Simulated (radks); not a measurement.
Spin polarisation of the 4f10 shell in Dy+. Start: [Xe] 4f(up 5, down 5) 6s(up 0.5, down 0.5); electrons of 4f are moved from spin down to spin up, other shells keep equal spins. Calculated with a radial shooting solver on a logarithmic mesh with Libxc functionals: non-relativistic Kohn-Sham, LDA (Slater exchange, Perdew-Wang correlation), spin-polarised, spherical densities, point nucleus.

moment (Bohr magnetons)  E - E(0) (eV)  e(4f up) (eV)  e(4f down) (eV)  6s down minus up (eV)  5p down minus up (eV)  5s down minus up (eV)
0                                0.000        -13.474          -13.474                  0.000                  0.000                  0.000
1                               -0.184        -13.829          -13.092                  0.029                  0.268                  0.344
2                               -0.737        -14.157          -12.684                  0.058                  0.536                  0.689
3                               -1.657        -14.458          -12.250                  0.087                  0.806                  1.035
4                               -2.944        -14.730          -11.788                  0.117                  1.077                  1.383

At moment 4 the spin-polarisation energy is -2.944 eV and the 4f exchange splitting 2.942 eV, that is 0.735 eV per Bohr magneton; E = -I m^2/4 would give I = 0.736 eV.
